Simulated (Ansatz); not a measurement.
Basis-set extrapolation for CH$_{9}$NOSi$_{2}$, SMILES `C[SiH2]O[SiH2]N` (PBE0-D4/def2-TZVP geometry, frozen core, Ansatz 0.2.0). Multiplicity 1, RHF reference.

```json
{"": "HF", "def2-TZVPP": "-750.533383", "def2-QZVPP": "-750.561265"}
{"": "MP2 correlation", "def2-TZVPP": "-0.876324", "def2-QZVPP": "-0.941327"}
{"": "CCSD(T) correlation", "def2-TZVPP": "-0.963233", "def2-QZVPP": "not run"}
```

Energies in hartree. Use E(X) = E(∞) + A·exp(−7.88·√X) for Hartree–Fock and E(X) = E(∞) + B·X^(−2.97) for correlation, with X = 3 and 4, and add CCSD(T) minus MP2 of the smaller set to the MP2 limit.

Q: What is the CCSD(T) energy at the basis-set limit?

A: HF limit: -750.561265 + (-0.027882) × 0.13774 = -750.56511. MP2 limit: -0.941327 + (-0.065003) × 0.74074 = -0.98948. Higher-order term: -0.963233 − (-0.876324) = -0.08691. Total: -751.64150 hartree, 380.4 kJ/mol below CCSD(T)/def2-TZVPP.
